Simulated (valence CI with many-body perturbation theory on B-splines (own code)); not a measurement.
Values are calculated unless marked as measured or tabulated.
Hyperfine factors and g values of Sm LVIII

Level of theory: relativistic CI+MBPT: three valence electrons over a frozen Dirac-Fock core [He], a basis of 11 s, 11 p, 9 d, 7 f, 5 g, 2 h, 1 i functions for each j, with the one-electron correlation potential Σ1 (screened to all orders), the two-electron term Σ2, the three-electron term Σ3, Breit, model QED; selected single and double excitations, second order for the rest (own B-spline code, finite nucleus).

No measured spectrum was set against this ion. As an estimate, large intervals hold to a few tenths of a per cent, small ones and those within an open d or f shell to about a per cent.

A/g_I is the dipole constant over the nuclear g factor μ/I (μ in nuclear magnetons, uniformly magnetised nucleus), B/Q the quadrupole constant per barn. Both hold the static response of the core; the bare values leave it out. Large factors of s and p1/2 electrons are usually good to 5 to 10 %; those of open d and f shells near neutrality can be off by tens of per cent, and small factors of p3/2, d and f electrons come from cancelling terms and can be off by a factor of two or in sign, in half-filled shells by more. B is blank for J = 1/2, where it vanishes, and for nearly pure S terms. Energies count from the lowest level.

Levels are named by their leading jj configuration (3d3/2^4 stands for four electrons in 3d with j = 3/2), which in mixed levels can hold well under half, so a name can repeat and another be missing. Letters in brackets count levels of one name in rising energy.

```csv
Level,E (× 10³ cm⁻¹),g,A/g_I (MHz),A/g_I bare,B/Q (MHz/b),B/Q bare
(2s^2 2p1/2) J=1/2,0.00,0.632,3550000,3530000,,
(2s 2p1/2^2) J=1/2,1632.3,2.098,1.07e+07,1.06e+07,,
(2s^2 2p3/2) J=3/2,5319.5,1.309,483000,495000,935000,937000
(2s 2p1/2 2p3/2) J=3/2 [a],6459.0,1.639,2690000,2670000,737000,738000
(2s 2p1/2 2p3/2) J=5/2,6749.1,1.329,3170000,3150000,733000,735000
(2s 2p1/2 2p3/2) J=1/2,7214.8,1.248,-3850000,-3770000,,
(2s 2p1/2 2p3/2) J=3/2 [b],7226.1,0.973,38100,60900,524000,524000
(2p1/2^2 2p3/2) J=3/2,8944.8,1.335,442000,466000,887000,888000
(2s 2p3/2^2) J=5/2,11924,1.417,2590000,2570000,198000,198000
(2s 2p3/2^2) J=1/2,12627,1.906,1.09e+07,1.08e+07,,
(2s 2p3/2^2) J=3/2,12635,1.180,-1610000,-1560000,-145000,-145000
(2p1/2 2p3/2^2) J=3/2,13954,1.439,-158000,-126000,76100,76200
(2p1/2 2p3/2^2) J=5/2,14126,1.173,1080000,1090000,-3160,-3170
(2p1/2 2p3/2^2) J=1/2,14493,0.632,3560000,3530000,,
(2p3/2^3) J=3/2,19569,1.288,470000,491000,-962000,-964000
(2s^2 3s) J=1/2,57051,1.988,3220000,3190000,,
(2s^2 3p1/2) J=1/2,57604,0.666,1060000,1050000,,
(2s 2p1/2 3s) J=1/2 [a],58145,2.364,6160000,6090000,,
(2s 2p1/2 3s) J=3/2,58323,1.547,5810000,5750000,-101000,-101000
(2s 2p1/2 3s) J=1/2 [b],58522,0.723,5600000,5550000,,
(2s 2p1/2 3p1/2) J=1/2 [a],58612,0.267,-662000,-642000,,
(2s 2p1/2 3p1/2) J=3/2,58802,1.106,5160000,5110000,-105000,-105000
(2s 2p1/2 3p1/2) J=1/2 [b],59080,1.951,1.10e+07,1.09e+07,,
(2s^2 3p3/2) J=3/2,59187,1.329,228000,231000,268000,269000
(2s^2 3d3/2) J=3/2,59579,0.793,116000,115000,49300,49700
(2s^2 3d5/2) J=5/2,60009,1.192,89000,88400,74200,74800
(2p1/2^2 3s) J=1/2,60084,1.857,1750000,1730000,,
(2s 2p1/2 3p3/2) J=3/2 [a],60262,1.397,545000,544000,272000,272000
(2s 2p1/2 3p3/2) J=5/2,60479,1.326,2930000,2900000,160000,160000
(2s 2p1/2 3p3/2) J=3/2 [b],60502,1.245,1640000,1620000,141000,141000
(2p1/2^2 3p1/2) J=1/2,60557,0.622,408000,407000,,
(2s 2p1/2 3d3/2) J=3/2 [a],60570,0.564,-951000,-935000,59800,60200
(2s 2p1/2 3p3/2) J=1/2,60595,1.448,-3210000,-3160000,,
(2s 2p1/2 3d3/2) J=5/2,60775,1.020,2830000,2800000,-41500,-41200
(2s 2p1/2 3d3/2) J=3/2 [b],60906,1.192,2860000,2830000,82500,82700
(2s 2p1/2 3d3/2) J=1/2,60967,0.449,-4030000,-3990000,,
(2s 2p1/2 3d5/2) J=5/2 [a],61091,1.316,793000,783000,59500,60100
(2s 2p1/2 3d5/2) J=7/2,61282,1.232,2100000,2080000,-56600,-56200
(2s 2p1/2 3d5/2) J=5/2 [b],61370,1.065,231000,231000,144000,144000
(2s 2p1/2 3d5/2) J=3/2,61373,1.092,-2640000,-2620000,22200,22500
```

Problem. Take the isotope of mass number 149, with I = 7/2, μ = -0.6677 μN and Q = 0.075 b. What is the hyperfine structure of (2s 2p1/2 2p3/2) J=3/2 [a]?

Solution. From the table A = -513000 MHz, B = 55200 MHz. Shifts from the centre of gravity in MHz: F = 2: 3490000, F = 3: 1910000, F = 4: -154000, F = 5: -2680000.
